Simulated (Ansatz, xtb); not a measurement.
CHOSb: which of two structures lies lower

Structure X: a triplet given by its coordinates. Structure Y: `O=[C]=[SbH]`, a singlet. Both are isolated molecules in the gas phase, relaxed with PBE0-D4/def2-TZVP.

X (Å):

```yaml
atoms:
  - { symbol: C, position_ang: [-3.4339, 0.8584, 0.9309] }
  - { symbol: O, position_ang: [-3.2208, 1.6379, 0.0486] }
  - { symbol: Sb, position_ang: [-4.2058, 1.4856, 2.9065] }
  - { symbol: H, position_ang: [-3.2487, -0.2307, 0.7888] }
```

Close contacts (Å): C1–O2 1.20, C1–Sb3 2.21, C1–H4 1.11.

Y (Å):

```csv
atom,x (Å),y (Å),z (Å)
C,-4.1097,1.0912,0.6254
O,-4.5290,1.0528,-0.4353
Sb,-3.4459,1.2094,2.5611
H,-2.0761,0.4133,1.9150
```

Q: Estimate E(Y) − E(X) at the level CCSD(T)/def2-TZVPP.

A: Calculated at CCSD(T)/def2-TZVPP: E(Y) − E(X) = −0.622 eV, so structure Y lies lower.

The same difference at several levels:

| level | geometry | E(Y) − E(X) (eV) | departure from the last row (eV) | job, with rough time for the two |
| --- | --- | --- | --- | --- |
| PBE0-D4/def2-TZVP | PBE0-D4/def2-TZVP | −0.505 | +0.118 | optimisation, 29 s |
| HF/def2-TZVPP | PBE0-D4/def2-TZVP | +0.231 | +0.853 | part of the CCSD(T) run |
| MP2/def2-TZVPP | PBE0-D4/def2-TZVP | −0.798 | −0.176 | part of the CCSD(T) run |
| CCSD(T)/def2-TZVPP | PBE0-D4/def2-TZVP | −0.622 |  | single point, 31 s |

HF/def2-TZVPP puts the two in the other order. The largest departure from CCSD(T)/def2-TZVPP is that of HF/def2-TZVPP, 0.853 eV. Levels run at GFN2-xTB geometries aren't shown. The triplet state of X needn't be its ground state.

With harmonic frequencies from PBE0-D4/def2-TZVP (ideal gas, rigid rotor, one conformer each, 298.15 K, 1 atm): the zero-point term adds −0.103 eV; ΔH is −0.716 and ΔG −0.690 eV.

Open shells are spin-unrestricted. The correlated steps freeze 6 core orbitals; the filled d shell of Sb is correlated, in a basis made for valence electrons. Atoms past krypton carry core potentials in the def2 sets and no spin–orbit term is included. ΔG holds the spin degeneracy. Codes used: Ansatz 0.2.0; the last row on 2 threads of Arm Neoverse V2 on a shared host.
